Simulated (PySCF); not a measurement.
Computed magnetic data of one metal complex (SC-NEVPT2 in the d shell, PySCF, with spin-orbit coupling):

```tsv
T / K	χT / cm³ K mol⁻¹	μeff / μB
2	0.016	0.35
5	0.039	0.56
10	0.077	0.79
20	0.140	1.06
30	0.175	1.18
50	0.209	1.29
75	0.231	1.36
100	0.248	1.41
150	0.279	1.49
200	0.307	1.57
250	0.335	1.64
300	0.363	1.70
```

Powder magnetisation at 2 K: 0.01 μB at 0.5 T, 0.01 μB at 1 T, 0.03 μB at 2 T, 0.04 μB at 3 T, 0.07 μB at 5 T, 0.10 μB at 7 T.

Which of these complexes, all computed at model or optimised geometries, gave the data?
A. [RhF6]- (d4, octahedral)
B. MoCl4 (d2, tetrahedral)
C. RuF6 (d2, octahedral)
D. [TiBr5]3- (d2, square pyramidal)

C. RuF6 (d2, octahedral) has NEVPT2: 2S+1 = 3, 1.70 μB at 300 K, 0.79 μB at 10 K, 0.10 μB at 7 T. The others: [RhF6]- (d4, octahedral) has NEVPT2: 2S+1 = 3, 2.69 μB at 300 K, 0.50 μB at 10 K, 0.04 μB at 7 T; [TiBr5]3- (d2, square pyramidal) has NEVPT2: 2S+1 = 3, 3.04 μB at 300 K, 1.48 μB at 10 K, 0.40 μB at 7 T; MoCl4 (d2, tetrahedral) has NEVPT2: 2S+1 = 3, 2.66 μB at 300 K, 2.63 μB at 10 K, 1.84 μB at 7 T.

The d shell alone is too small an active space for RuF6 (an active orbital has only 0.53 squared overlap with the free ion's shell): its levels, fitted parameters, g values and moments show what this model gives and aren't sound predictions.

The d shell alone is too small an active space for [RhF6]- (an active orbital has only 0.54 squared overlap with the free ion's shell): its levels, fitted parameters, g values and moments show what this model gives and aren't sound predictions.

The d shell alone is too small an active space for MoCl4 (an active orbital has only 0.64 squared overlap with the free ion's shell): its levels, fitted parameters, g values and moments show what this model gives and aren't sound predictions.

On RuF6: No frequencies were computed for the optimised geometry. The ground state is orbitally degenerate in this regular structure, which would distort (Jahn–Teller), so its moment is that of the undistorted model.
